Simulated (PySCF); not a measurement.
Input of a run (PBE0-D3(BJ)/def2-SVP geometry optimisation, gas phase (PySCF 2.14.0)), started from GFN2-xTB:
```
{"job": {"xc": "PBE0", "basis": "def2-SVP", "d3": "d3bj", "grid": 1, "kind": "geom"}, "charge": 0, "multiplicity": 1}
C      0.108700     1.726870    -0.489070
Si    -0.092390     0.112230     0.498710
C     -1.553540    -0.884760    -0.204000
C      1.503090    -0.916690     0.361800
H     -0.783410     2.342330    -0.423500
H      0.294520     1.531510    -1.541680
H      0.939720     2.317040    -0.114620
H     -0.350910     0.436860     1.914600
H     -1.717330    -1.799770     0.357050
H     -1.381020    -1.163790    -1.239780
H     -2.475020    -0.311510    -0.169310
H      1.722400    -1.179500    -0.669600
H      2.357000    -0.369990     0.750050
H      1.426830    -1.841760     0.925040
```

Output (energies in Eh, forces in Eh/bohr):
```
step   0  E = -409.41243236  max force = 0.019385
step   1  E = -409.41458280  max force = 0.002424
step   2  E = -409.41460592  max force = 0.000730
step   3  E = -409.41461134  max force = 0.000126
optimisation converged
```

Q: Summarise the run.

A: The energy falls by 5.7 kJ/mol over 4 energy and gradient evaluations, the largest force component goes from 0.0194 to 1.3e-04 Eh/bohr, and the atoms move by 0.020 Å rms after alignment. The bond that changes most is Si2–H8 (SiH silicon to Si–H hydrogen), which lengthens by 0.026 Å. Bonds longer at the end by more than 0.005 Å: 10 of 13; shorter: 3. The energy never rose by more than 1e-6 Eh on the way. The first step brought 99 % of the lowering.

Q: What are the final bond lengths?

A: C1–Si2 1.882 Å, Si2–C3 1.883 Å, Si2–C4 1.882 Å, C1–H5 1.101 Å, C1–H6 1.102 Å, C1–H7 1.101 Å, Si2–H8 1.501 Å, C3–H9 1.101 Å, C3–H10 1.102 Å, C3–H11 1.101 Å, C4–H12 1.102 Å, C4–H13 1.101 Å, C4–H14 1.101 Å. Numbering counts from 1 in the input's order; the species is trimethylsilane (`[SiH](C)(C)C`).

The run used 110 basis functions and 21 SCF cycles in all.

Whether it is a minimum is left open (no frequencies).
